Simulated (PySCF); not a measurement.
# Correlation energy of Mn(2+) (manganese, charge +2)

[Ar] 3d5, high-spin 6S determinant. All numbers are calculated (PySCF 2.14, scalar relativity by spin-free X2C-1e, in x2c-TZVPPall (6s5p4d2f1g, 64 functions)). Frozen: [Ne]; 13 electrons correlated.

```tsv
level	correlation energy (mhartree)
CCSD	-384.10
(T)	-6.52
CCSD(T)	-390.62
```

Diagnostics: T1 = 0.0055, D1 = 0.0119, largest double amplitude 0.019.

Problem. Is a single reference adequate?

Solution. Yes: T1 lies below 0.03 and no double amplitude reaches 0.07.

This basis was not built for core-valence correlation, so the inner-shell part is incomplete.
